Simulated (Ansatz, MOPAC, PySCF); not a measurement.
Two conformers of C4H4BrF (SMILES FC=C=CCBr), B3LYP-D3(BJ)/def2-TZVP minima.
Conformer 1 (charge 0, multiplicity 1):
```xyz
10

F     -3.01003     0.62475     0.20227
C     -2.07900    -0.20795    -0.32196
C     -0.86562    -0.27031     0.13489
C      0.36536    -0.35489     0.55479
C      1.46656     0.49558     0.02800
Br     2.81338    -0.62234    -0.90971
H     -2.46464    -0.79879    -1.14221
H      0.62856    -1.06923     1.33023
H      2.02529     0.98201     0.82251
H      1.12016     1.22118    -0.69880
```
Conformer 2 (charge 0, multiplicity 1):
```xyz
10

F      2.839     0.382     0.947
C      2.071    -0.192    -0.009
C      0.797    -0.382     0.144
C     -0.479    -0.598     0.262
C     -1.594     0.327    -0.118
Br    -1.013     2.002    -0.943
H      2.638    -0.457    -0.892
H     -0.821    -1.541     0.688
H     -2.260    -0.148    -0.837
H     -2.176     0.608     0.758
```

No zero-point or thermal terms.

Rows in 3-21G carry no dispersion term and start afresh at each structure; the Pople sets are all-electron and without relativity. The state that AM1 reach isn't checked.

Codes used: Ansatz (an electronic-structure program) with Gaussian orbitals; MOPAC for AM1 (differences of heats of formation); PySCF for 3-21G rows. Each number belongs to the level named beside it.

Task: Predict the electronic energy of conformer 2 less that of conformer 1 from AM1.

Result: 42 meV

Task: Predict the electronic energy of conformer 2 less that of conformer 1 from CAM-B3LYP/def2-TZVPP.

Result: 81 meV

Task: Give the electronic energy of conformer 2 less that of conformer 1 at the level HF/3-21G.

Result: 97 meV
